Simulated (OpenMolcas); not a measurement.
## Ir5+ in a point-charge field

Ir5+ among 6 point charges of -1.7 e arranged as an octahedron (Oh), 1.77 Å from the ion.
```
   1.7700    0.0000    0.0000  -1.70
   0.0000    1.7700    0.0000  -1.70
  -1.7700    0.0000    0.0000  -1.70
   0.0000   -1.7700    0.0000  -1.70
   0.0000    0.0000    1.7700  -1.70
   0.0000    0.0000   -1.7700  -1.70
```

```json
{
  "Program": "OpenMolcas",
  "Method": "SS-CASPT2, IPEA 0.25 Eh, imaginary shift 0.1 Eh (closed shells correlated: 5s 5p)",
  "Basis": "ANO-RCC-VDZP [7s6p4d2f]",
  "Scalar Hamiltonian": "DKH2, point nucleus",
  "Active space": "4 electrons in 5 orbitals (5d)",
  "State averaging": "2S+1 = 5 even, 5 roots; 2S+1 = 3 even, 45 roots; 2S+1 = 1 even, 50 roots",
  "Spin-orbit coupling": "state interaction with AMFI integrals over the reference wave functions"
}
```

The lowest spin-free states (labels of O, the rotations of Oh), above the lowest:

| State | Degeneracy | E (cm-1) | Free-ion L (%) |
| --- | --- | --- | --- |
| 5E | 2 | 0 | D (100) |
| 3T1 | 3 | 8910 | H (46) |
| 5T2 | 3 | 12650 | D (100) |
| 1T2 | 3 | 18330 | G (51) |
| 3T1 | 3 | 19070 | H (45) |
| 3E | 2 | 19210 | H (89) |
| 1E | 2 | 19670 | I (70) |
| 3T2 | 3 | 19870 | F (53) |
| 3A2 | 1 | 21540 | F (100) |
| 3A1 | 1 | 21870 | G (100) |
| 1A1 | 1 | 24340 | G (41) |
| 3E | 2 | 25100 | G (58) |
| 1T2 | 3 | 28430 | I (61) |
| 1A2 | 1 | 28780 | I (95) |
| 3T1 | 3 | 29680 | H (53) |
| 1T1 | 3 | 30160 | I (46) |
| 3T2 | 3 | 31570 | H (44) |
| 1E | 2 | 31950 | D (56) |
| 3T1 | 3 | 32680 | F (39) |
| 3T2 | 3 | 35530 | D (44) |

The lowest levels with spin-orbit coupling:

```csv
E (cm-1),Degeneracy,Label,2S+1
0,1,A1,5 (49 %)
6070,3,T1,5 (73 %)
9620,2,E,5 (84 %)
10730,3,T2,5 (85 %)
12220,1,A2,5
16610,3,T2,3 (59 %)
17940,1,A1,3 (50 %)
18240,2,E,3 (68 %)
18640,3,T1,3 (59 %)
21060,1,A1,5 (64 %)
21730,3,T1,3 (50 %)
21770,3,T2,5 (68 %)
23770,3,T1,5 (60 %)
23860,2,E,3 (60 %)
24500,3,T2,3 (55 %)
28860,3,T2,3 (64 %)
28910,3,T1,3 (75 %)
31030,3,T2,3
31110,2,E,1 (50 %)
31630,3,T1,3 (85 %)
```

Powder χT (cm3 K/mol): 0 at 2 K, 0.00225 at 10 K, 0.0112 at 50 K, 0.0225 at 100 K, 0.045 at 200 K, 0.0674 at 300 K. The effective moment at 300 K is 2.828 √(χT) = 0.73 μB.

A least-squares ligand-field fit to the states below 45000 cm-1, each weighted by its degeneracy and with a free common offset, gives 10Dq = 12981 cm-1, B = 790 cm-1 and C = 3693 cm-1 (C/B = 4.67), with an rms deviation of 411 cm-1.

Roots that are degenerate in the reference are averaged as groups; the widest CASPT2 spread within a group is 300 cm-1 (the 3-fold group of multiplicity 3 near 32700 cm-1 above the lowest state of its run). Shifts and gaps below about the spread of the groups concerned are not significant. Spin-orbit coupling mixes the spin-free states strongly: the lowest level takes only 37 % from its leading state, 5E. This shell can be high or low spin here, a state of another spin lies low, and with metal d orbitals alone active their balance is uncertain, so the ground spin may be wrong. Point charges give a weaker field than real ligands, and real ions of this kind are as a rule low spin; the high spin found here belongs to the model. This field is weak: 10Dq is about 12981 cm-1, while octahedral complexes of 5d ions of charge 3 and more, computed by the same method with explicit ligands, had a median near 35000 cm-1. Ground spin and moment need not be those of a real site. Free-ion shares, where given, are those of the reference states; single-state CASPT2 does not remix them. Point charges carry no covalency, so the field is a model and not that of real ligands. No measured value stands beside these numbers.
